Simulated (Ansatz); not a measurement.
`[CH3][Sc]([OH])[OH]` and `[OH][Sc]([OH])[F]` differ in one atom or group.

Ansatz, PBE0-D4/def2-TZVP geometries, multiplicity 1. Each molecule was computed in one conformer, which needn't be the lowest.

Scalar relativity is left out up to krypton.

```tsv
property	`[CH3][Sc]([OH])[OH]`
LUMO energy (PBE0/def2-TZVPP) / eV	-1.51
HOMO energy (B3LYP/def2-TZVPP) / eV	-6.39
LUMO energy (B3LYP/def2-TZVPP) / eV	-1.92
HOMO energy (PBE/def2-TZVPP) / eV	-5.29
LUMO energy (PBE/def2-TZVPP) / eV	-2.47
size of the dipole moment (B3LYP/def2-TZVPP) / D	2.19
```

(1) What does the change do to each property? (An estimate is asked.)

## Answers

(1) The calculation gave: 
```
                                        property  `[OH][Sc]([OH])[F]`  shift
              LUMO energy (PBE0/def2-TZVPP) / eV                -1.74  -0.23
             HOMO energy (B3LYP/def2-TZVPP) / eV                -8.52  -2.13
             LUMO energy (B3LYP/def2-TZVPP) / eV                -2.15  -0.23
               HOMO energy (PBE/def2-TZVPP) / eV                -7.09  -1.80
               LUMO energy (PBE/def2-TZVPP) / eV                -2.66  -0.19
size of the dipole moment (B3LYP/def2-TZVPP) / D                 2.57   0.38
```

With PBE0 the HOMO falls by 2.15 eV and the LUMO falls by 0.23 eV, so the gap widens by about 1.92 eV. PBE moves the HOMO by -1.80 eV and ωB97M-V by -2.31 eV. Dipoles are sizes alone; their direction can turn.

B3LYP here is the variant with VWN-RPA as its local correlation; programs differ in this.
